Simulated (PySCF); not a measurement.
Coordinates in bohr (charge 0 multiplicity 5):
```
Os   -0.9352    0.0000   -0.7257
N    -3.7224    0.0000    0.8235
Br    2.9350    0.0000    1.6174
```

All numbers come from PySCF, UPBE0, basis Os def2-TZVP with ECP60, N def2-TZVP, Br def2-TZVP (scalar-relativistic core potentials, no spin–orbit coupling, density fitting).

This geometry of BrOsN is a stationary point at this level.

Task: What is the point group?

Result: Cs.

Task: Is it a minimum?

Result: Yes: all harmonic wavenumbers are real.

Task: Which band is strongest in the infrared?

Result: 1023 cm⁻¹ (a'), 31 km/mol.

Task: What are the dipole moment and the gap between the highest occupied and lowest empty levels of either spin?

Result: 2.31 D and 1.83 eV.

Only a few start shapes were tried, so a lower isomer may exist. With open d or f shells other occupations or spin states may lie lower. With an element this heavy the missing spin–orbit coupling can shift these numbers.
